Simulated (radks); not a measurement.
Task: Radial electron density D(r) = 4 pi r^2 rho(r) of an atom or ion with 24 electrons. All-electron calculation, scalar-relativistic Kohn-Sham, PBEsol, spin-polarised, spherical densities, finite nucleus; Fermi nuclear charge, rms radius of each element as measured or else 0.836 A^(1/3) + 0.57 fm. Program: a radial shooting solver on a logarithmic mesh with Libxc functionals.

r (bohr)  D(r) (e/bohr)   spin D(r)
0.00189           1.289  -0.0000884
0.002442          2.038   -0.000140
0.003129          3.145   -0.000215
0.004009          4.789   -0.000327
0.005179          7.263   -0.000495
0.006637          10.64   -0.000723
0.008505          15.15    -0.00103
0.0109            20.83    -0.00140
0.01408           27.60    -0.00184
0.01804           34.22    -0.00225
0.02312           39.54    -0.00252
0.02986           42.04    -0.00238
0.03827           40.77    -0.00101
0.04904           37.09     0.00448
0.06335           34.55      0.0252
0.08118           37.17      0.0910
0.104             44.39       0.279
0.1333            49.57       0.745
0.1722            44.98        1.76
0.2207            32.81        3.43
0.2828            24.54        5.59
0.3653            26.43        7.40
0.4681            29.26        7.52
0.5998            23.22        5.67
0.7748            11.45        2.93
0.9929            3.438        1.00
1.272            0.5754       0.200
1.63            0.04809      0.0202
2.106          0.001498    0.000732

What is the nuclear charge?

Result: Z = 34. The innermost maximum, from 1s, lies near gamma/Z bohr with gamma = sqrt(1 - (Z/c)^2) = 0.969, here 0.0285 bohr (found: 0.0308), and its height grows with Z. The density is that of the selenium ion Se10+ in [Ar] 3d6; the configuration itself is not fixed sharply by these data, and Z only to about a unit. D(r) has 3 maxima, at r = 0.0308, 0.138, 0.457 bohr, and minima at 0.0644, 0.301 bohr, inside which lie 2.07, 10.93 electrons.
